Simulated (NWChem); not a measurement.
Correlation energy of CClF

```xyz
3

F      0.2527    -1.4738     0.0000
C     -0.6854    -0.5857     0.0000
Cl     0.1081     0.9870     0.0000
```
Charge 0, spin multiplicity 1.

Program: NWChem. The geometry was optimised at B3LYP/def2-SVP, a minimum by its harmonic frequencies.

Basis set: 3-21G. Each correlation energy counts from its own Hartree-Fock reference.

The correlated methods keep 7 core orbitals frozen. The structure started from a generated list of species. No row is a measurement; the coupled-cluster row has its own basis-set and correlation limits.

Task: One of these methods gave a correlation energy of -267.4 mHa. Which?
(A) CCSD+T(CCSD)
(B) SCS-MP2
(C) CCSD(T)
(D) MP2

Result: A, CCSD+T(CCSD). The others give -243.1 (MP2), -265.6 (CCSD(T)), -237.9 (SCS-MP2).
